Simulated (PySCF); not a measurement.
# HfH⁺ at MN15

Level: MN15. PySCF, scalar-relativistic core potentials, basis sets Hf def2-TZVPPD with ECP60, H def2-TZVPPD.

| Quantity | Value |
| --- | --- |
| state | ³Δ (triplet), unpaired electrons σ ↑, δ ↑ |
| bond length | 1.783 Å |
| harmonic wavenumber | 1877 cm⁻¹ |
| force constant | 2.08 mdyn/Å |
| rotational constant Be | 5.293 cm⁻¹ |
| anharmonicity ωexe | 23.7 cm⁻¹ |
| vibration–rotation constant αe | 0.106 cm⁻¹ |
| bond order (Mayer) | 0.91 |
| dipole moment (positive dipole points towards H; it is taken about the centre of mass and depends on that origin) | -2.45 D |

De is left out where the level can put another filling of the metal’s s and d shells below the measured ground configuration, by anything from nothing to about 1 eV. Spin–orbit coupling is left out, which matters for elements this heavy, above all for dissociation energies. The state is the lowest single determinant that the PBE0 search found; with open d or f shells the true ground state can be another one.
